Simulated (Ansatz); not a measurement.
CH9NSSi2 (`CS[SiH](N)[SiH3]`), relaxed with RKS PBE-D4/def2-SVP in Ansatz from a rough embedded geometry. The force threshold is 0.03 eV/Å; the program also tests the step.

Charge 0, multiplicity 1.

Start:

```xyz
14

C     0.621   -0.636   -2.071
S     1.516    0.490   -1.080
Si    0.211    0.814    0.566
N    -1.143    1.561   -0.035
Si   -0.189   -1.063    1.868
H    -0.337   -0.300   -2.419
H     1.220   -0.908   -2.969
H     0.458   -1.637   -1.521
H     0.866    1.902    1.419
H    -0.809    2.257   -0.774
H    -1.649    2.059    0.590
H     1.107   -1.562    2.504
H    -0.751   -2.201    0.991
H    -1.120   -0.777    2.932
```

(1) By how much does the energy fall, and how many steps does the optimiser take? (Estimate.)

(2) Which bonds change most? (Estimate.)

(3) Give the relaxed structure. (Best estimate.)

## Answers

(1) The calculation gave: 79.74 kJ/mol, in 10 steps, 1 of them rejected.

(2) The calculation gave: C1–S2 from 1.747 to 1.840 Å; Si3–N4 from 1.658 to 1.745 Å; N4–H11 from 0.947 to 1.023 Å; Si5–H14 from 1.443 to 1.510 Å.

(3) Computed: 
```xyz
14

C     0.610   -0.705   -2.025
S     1.748    0.356   -1.042
Si    0.415    0.910    0.564
N    -1.052    1.581   -0.103
Si   -0.207   -0.975    1.829
H    -0.405   -0.262   -2.037
H     1.008   -0.741   -3.057
H     0.568   -1.733   -1.616
H     1.285    1.837    1.381
H    -1.014    2.453   -0.637
H    -1.931    1.503    0.414
H     0.988   -1.496    2.582
H    -0.715   -2.067    0.923
H    -1.298   -0.662    2.825
```
